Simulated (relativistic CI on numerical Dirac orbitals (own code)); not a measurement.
## Calculated levels, Pm²³⁺

Method of calculation: Dirac-Coulomb-Breit CI, separate exchange-only KLI orbitals for each configuration, model QED, unscaled Slater integrals (own radial code, finite nucleus).

Configuration list (outside the closed core [Ar] 3d10): 4s²4p⁶4d², 4s²4p⁵4d³, 4s²4p⁶4d4f, 4s4p⁶4d³, 4s²4p⁵4d²4f, 4s4p⁶4d²4f, 4s²4p⁶4d5s, 4s²4p⁶4d5p, 4s²4p⁶4f5s, 4s²4p⁶4d5d, 4s²4p⁵4d²5s, 4s²4p⁶5s5p, 4s²4p⁶4d5f, 4s²4p⁶4d5g, 4s²4p⁶4d6s, 4s4p⁶4d²5s, 4s²4p⁶4d6d, 4s²4p⁶4d6g, 4s²4p⁶4f², 4s²4p⁵4f³, 4s4p⁶4f³, 4p⁶4d⁴, 4p⁵4d⁵, 4p⁵4d⁴4f, 4s²4p⁶4f5p, 4s²4p⁵4f²5p, 4s4p⁶4f²5p, 4s²4p⁶5s², 4s²4p⁵4f5s², 4s4p⁶4f5s², 4s²4p⁶5p², 4s²4p⁵4f5p², 4s4p⁶4f5p², 4p⁶4d³5s, 4p⁵4d⁴5s, 4p⁵4d³4f5s, 4s4p⁶4d5s², 4s4p⁵4d4f5s², 4p⁶4d4f5s². Double excitations out of closed p, d and f shells are left out; levels of such configurations are missing from the list, as are those of other unlisted configurations, and high levels can miss mixing partners. These lack a partner that the ground configuration has and come out too high: 4s²4p⁵4d²5s, 4s4p⁶4d²5s.

The lowest level is 4s²4p⁶4d² ³F2, with 83 % of that term; Hund's rules for 4s²4p⁶4d² give ³F with J = 2, in agreement.

```csv
No.,Configuration,Term,J,E (cm⁻¹),%,Next component (%),Landé g
1,4s²4p⁶4d²,³F,2,0,83,15 ¹D,0.725
2,4s²4p⁶4d²,³F,3,42031,99,1 4s²4p⁵4d²4f ³F,1.081
3,4s²4p⁶4d²,³P,0,44359,86,13 ¹S,
4,4s²4p⁶4d²,³P,2,66204,48,39 ¹D,1.197
5,4s²4p⁶4d²,³F,4,66966,65,34 ¹G,1.163
6,4s²4p⁶4d²,³P,1,72533,99,1 4s²4p⁵4d²4f ³P,1.499
7,4s²4p⁶4d²,¹G,4,108196,65,34 ³F,1.083
8,4s²4p⁶4d²,³P,2,118905,50,45 ¹D,1.238
9,4s²4p⁶4d²,¹S,0,186969,86,13 ³P,
10,4p⁵4d³(4F),⁵F°,2,867652,35,24 ⁵D°,1.155
11,4p⁵4d³(4F),⁵D°,1,871623,48,27 ⁵F°,0.974
12,4p⁵4d³(4F),⁵D°,0,881622,88,12 ³P°,
13,4p⁵4d³(4F),⁵F°,3,885142,48,22 ⁵D°,1.241
14,4p⁵4d³(4P),⁵S°,2,900396,56,15 ⁵P°,1.802
15,4p⁵4d³(4F),⁵F°,4,901903,47,26 ⁵G°,1.294
16,4p⁵4d³(4P),⁵D°,3,907460,30,19 ³D°,1.215
17,4p⁵4d³(2G),³F°,2,916358,39,34 ⁵D°,1.045
18,4p⁵4d³(4F),⁵G°,5,919857,43,33 ⁵F°,1.274
19,4p⁵4d³(4F),⁵D°,1,920833,37,35 ³D°,0.807
20,4p⁵4d³(4P),⁵D°,4,925879,46,27 ³F°,1.315
21,4p⁵4d³(2H),³G°,3,930334,46,31 ³F°,0.970
22,4p⁵4d³(4F),⁵G°,6,934578,50,37 ³H°,1.229
23,4p⁵4d³(4F),³G°,4,945668,39,14 ³F°,1.107
24,4p⁵4d³(2D),³P°,0,950227,60,29 ¹S°,
25,4p⁵4d³(2P),³P°,2,954213,26,21 ³D°,1.287
26,4p⁵4d³(2P),³D°,3,954681,24,20 ⁵D°,1.200
27,4p⁵4d³(2P),³P°,1,958079,38,30 ³S°,1.518
28,4p⁵4d³(4P),³D°,2,962216,32,20 ³F°,1.136
29,4p⁵4d³(2G),³G°,4,965918,38,24 ¹G°,1.043
30,4p⁵4d³(4F),⁵F°,5,967079,37,30 ³G°,1.215
31,4p⁵4d³(2G),³G°,5,969015,41,32 ⁵G°,1.177
32,4p⁵4d³(4P),⁵D°,4,971030,38,21 ³G°,1.277
33,4p⁵4d³(4F),⁵G°,6,975090,38,34 ³I°,1.152
34,4p⁵4d³(2P),³D°,2,977801,37,16 ³P°,1.184
35,4s²4p⁵4d³,³D°,3,980820,27,25 ³G°,1.144
36,4p⁵4d³(2H),³G°,3,984840,42,16 4s²4p⁶4d4f ³G°,0.937
37,4p⁵4d³(2D),³D°,3,989914,42,13 ³G°,1.179
38,4p⁵4d³(2D),³P°,1,992598,61,15 ⁵D°,1.552
39,4p⁵4d³(2G),³H°,5,993958,44,27 ¹H°,1.059
40,4p⁵4d³(2H),³I°,7,994299,100,,1.141
41,4p⁵4d³(2F),³F°,4,999265,40,31 ³G°,1.115
42,4p⁵4d³(4P),³P°,2,999595,22,20 ³D°,1.246
43,4p⁵4d³(2D),³F°,4,1001622,55,22 ³G°,1.160
44,4p⁵4d³(4P),⁵P°,3,1009216,56,32 ³D°,1.491
45,4p⁵4d³(4F),⁵G°,2,1009951,21,21 ³F°,0.929
46,4p⁵4d³(2F),³G°,5,1014311,56,12 ³I°,1.127
47,4p⁵4d³(4F),⁵F°,1,1014478,26,25 ¹P°,0.756
48,4p⁵4d³(2D),³P°,0,1015178,77,14 ¹S°,
49,4p⁵4d³(2F),³F°,3,1020621,54,22 ³G°,1.071
50,4p⁵4d³(2F),³D°,1,1023336,72,10 ³P°,0.708
51,4p⁵4d³(2H),³H°,6,1026055,69,22 ³I°,1.142
52,4p⁵4d³(2F),¹G°,4,1031479,30,25 ³F°,1.092
53,4p⁵4d³(2H),³H°,6,1031713,51,40 ¹I°,1.101
54,4p⁵4d³(2F),¹D°,2,1035240,46,25 ³F°,1.015
55,4p⁵4d³(2P),³D°,3,1036511,32,28 ¹F°,1.139
56,4p⁵4d³(2D),³F°,4,1043381,42,25 ³G°,1.137
57,4p⁵4d³(4P),³D°,1,1044628,38,17 ³S°,1.175
58,4p⁵4d³(2G),³G°,5,1048825,39,18 ¹H°,1.104
59,4p⁵4d³(2P),³P°,2,1053827,27,21 ³D°,1.153
60,4p⁵4d³(2D),³P°,0,1057368,69,20 ¹S°,
61,4p⁵4d³(2D),¹D°,2,1061921,29,16 ³P°,1.131
62,4s²4p⁵4d³,³F°,3,1064554,24,20 4s²4p⁶4d4f ³F°,1.131
63,4p⁵4d³(2D),³P°,1,1072277,63,16 ³D°,1.314
64,4p⁵4d³(2D),³F°,3,1072424,31,20 ³G°,1.054
65,4p⁵4d³(2F),³F°,4,1073701,32,20 ¹G°,1.130
66,4p⁵4d³(2F),³G°,5,1076604,47,25 ¹H°,1.088
67,4s²4p⁵4d³,³D°,2,1076892,24,21 ¹D°,0.970
68,4p⁵4d³(2D),³P°,1,1080660,26,21 ¹P°,1.398
69,4p⁵4d³(2D),³P°,2,1089541,26,24 ³D°,1.250
70,4p⁵4d³(2D),³P°,0,1099140,47,31 ⁵D°,
```

Energies count from the lowest computed level; ° marks odd parity. Percentages are summed over parent terms; the parents shown are those of the largest component, closed shells are left out there.

The mean weight of the leading LS term, summed over parents, in these 70 levels is 48 %, and that of the leading jj configuration (from the same eigenvectors) 66 %, so jj coupling describes them better and the LS labels are nominal.

At this charge energies of transitions that change n are usually good to better than 1 %, and those within a shell (Δn = 0) to a few per cent. Terms inside the open d or f shell come out 10 to 20 % too wide with unscaled integrals.

LS names give the leading component of a level, which can be under half, so a name can repeat, a term be missing and a line seem to break the LS rules.
